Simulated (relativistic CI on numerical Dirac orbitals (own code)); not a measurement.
Pt5+: 5p photoemission

Computed with this model: Dirac-Coulomb-Breit CI, KLI orbitals optimised for each configuration, a model potential for QED, valence Slater integrals scaled by 0.8, multiplet model of photoemission in the sudden approximation; configurations [Xe] 4f14 5d5 → [Kr] 4d10 4f14 5s2 5p5 5d5; 80 K; Lorentzian 2.1 eV and Gaussian 0.6 eV FWHM. Energies are those of the free ion, without screening or charge transfer. The energies are binding energies and can lie tens of eV above those of solids. S is read from ⟨S²⟩ = S(S + 1).

Field parameters in Wybourne normalisation: D3d B²₀ = −7Dσ, B⁴₀ = −14Dq − 21Dτ, B⁴₃ = −14√(10/7) Dq; Oh B⁴₀ = 21Dq, B⁴₄ = √(5/14) B⁴₀. The field is a parameter set, without covalency.

Computed curve for Oh, 10Dq = 41100 cm⁻¹, scaled to 100 at the maximum (points under 2 are left out and the grid is thinned):

```
Energy (eV)  Intensity
      117.6        2.1
      118.2        2.4
      119.0        2.9
      119.6        3.4
      120.2        4.1
      121.0        5.3
      121.6        6.7
      122.2        8.7
      122.8       11.8
      123.6       19.3
      124.2       30.3
      124.8       50.9
      125.6       90.9
      126.2       98.9
      126.8       81.1
      127.6       51.2
      128.2       37.8
      128.8       31.4
      129.4       28.4
      130.2       23.7
      130.8       19.6
      131.4       16.7
      132.2       14.6
      132.8       14.0
      133.4       13.3
      134.2       12.0
      134.8       11.5
      135.4       11.1
      136.2       10.3
      136.8       10.0
      137.4       10.0
      138.0       10.0
      138.8        9.2
      139.4        8.2
      140.0        7.3
      140.8        6.6
      141.4        6.5
      142.0        6.8
      142.8        8.0
      143.4        9.9
      144.0       13.3
      144.8       22.7
      145.4       34.2
      146.0       43.5
      146.6       40.3
      147.4       24.1
      148.0       16.2
      148.6       12.4
      149.4       10.8
      150.0       11.6
      150.6       13.3
      151.4       12.1
      152.0        9.0
      152.6        7.0
      153.2        6.5
      154.0        5.9
      154.6        4.7
      155.2        3.5
      156.0        2.5
      156.6        2.0
```

The ground state has S = 0.63, and the centroid lies at 133.85 eV.
